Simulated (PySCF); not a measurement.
Correlation energy of He (helium, neutral)

1s2, closed-shell 1S. Calculation: PySCF 2.14, in dyall-acv3z (10s3p2d, 29 functions); the spin-free X2C one-electron Hamiltonian (Gaussian nucleus). Frozen: nothing; 2 electrons correlated; the 4 highest virtual orbitals of each spin left out.

With two correlated electrons CCSD is exact within the correlated space (frozen core and kept virtual orbitals).

```
level  correlation energy (mhartree)
 CCSD                         -39.94
```

Diagnostics: T1 = 0.0017, D1 = 0.0024, largest double amplitude 0.027.

Cost of the coupled-cluster step: about 0.05 core-seconds, for 2 correlated electrons.
